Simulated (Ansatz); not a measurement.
Cost and result up the ladder for cyclo-(H2SiSe)2 (Si₂H₄Se₂) (8 atoms). Total charge 0; singlet. Geometry: PBE0-D4/def2-SVP.

Cartesian coordinates in Å:
```
Si 0.736 -0.465 1.191
H 0.467 -0.043 2.596
H 1.871 -1.433 1.190
Se 1.134 1.327 -0.183
Si -0.736 0.465 -1.191
H -1.870 1.433 -1.186
H -0.469 0.046 -2.597
Se -1.132 -1.329 0.180
```

Ansatz on 4 threads of Arm Neoverse N1 on a shared host. Times are rough, and most runs start from the orbitals of an earlier one. ωB97M-V/def2-TZVP serves as the yardstick here, not as an exact answer. Differences are given only for rows in sets of like size (and for xTB, whose basis is part of the method), since another set adds its own error. Binding counts from free atoms at the same level (Si triplet, H doublet, Se triplet; other spins of the atoms weren't run), without zero-point energy or a counterpoise term.

The 6-31G sets use Cartesian d functions. B3LYP takes the VWN-RPA correlation. HSE06 is defined as in plane-wave codes, on full-range PBE exchange. Correlated methods freeze 28 core orbitals; core or outer-core shells of Se are correlated, in sets that lack core-valence functions.

Correlated methods converge slowly with the basis.

| level | functions | wall time | binding energy per atom (eV) | difference from ωB97M-V/def2-TZVP (eV) |
| --- | --- | --- | --- | --- |
| HF/6-31G | 92 | 1.3 s | 1.64 | – |
| PBE-D4/def2-SVP | 120 | 1.9 s | 3.09 | – |
| LDA (SPW92)/def2-TZVP | 194 | 2.1 s | 3.51 | 0.41 |
| B3LYP-D4/6-31G | 92 | 2.3 s | 2.64 | – |
| PBE0-D4/def2-SVP | 120 | 3 s | 3.06 | – |
| BLYP-D4/def2-TZVP (with forces) | 194 | 4.4 s | 3.04 | -0.05 |
| HF/def2-TZVP | 194 | 6 s | 2.24 | -0.86 |
| PBE0-D4/def2-TZVP | 194 | 7 s | 3.10 | 0.00 |
| HSE06-D4/def2-TZVP | 194 | 7.5 s | 3.10 | 0.00 |
| r2SCAN-D4/def2-TZVP | 194 | 8 s | 3.13 | 0.03 |
| ωB97X-V/def2-TZVP | 194 | 16 s | 3.15 | 0.05 |
| B97M-V/def2-TZVP | 194 | 17 s | 3.12 | 0.02 |
| ωB97M-V/def2-TZVP | 194 | 19 s | 3.09 | 0.00 |
| CCSD(T)/def2-TZVP | 194 | 21 s | 2.98 | -0.12 |
